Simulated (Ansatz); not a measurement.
Molecule: sum formula H2BO (charge -1, singlet). It need not be the lowest isomer of its formula. Whether it binds its extra electron was not tested at this geometry. 
Geometry from a B3LYP-D3(BJ)/def2-TZVP (Ansatz, an electronic-structure program) optimisation:
SMILES: B[O-]
```xyz
4

B     -0.5488     0.1790    -0.1233
O      0.6455    -0.2105     0.1450
H     -1.4037    -0.5182    -0.7351
H     -1.0164     1.3075     0.1916
```
Charge -1, spin multiplicity 1.

Basis-set convergence of Hartree-Fock and CCSD correlation energies (hartree) with Ansatz. Cores are frozen in the correlated levels unless marked. Spin-orbit coupling is left out. Non-relativistic.

| basis | functions | E(HF) | E(corr, CCSD) |
|---|---|---|---|
| aug-cc-pVDZ | 64 | -100.74299 | -0.32654 |
| aug-cc-pVTZ | 138 | -100.77024 | -0.38444 |
| aug-cc-pVQZ | 252 | -100.77702 | -0.40402 |

Extrapolating the two largest sets (X = 3 and 4) as X^-3: E(corr) = (64·(-0.40402) - 27·(-0.38444))/37 = -0.4183 Eh, an estimate of the basis-set limit. The largest set recovers 96.6 % of it, the smallest 78.1 %.
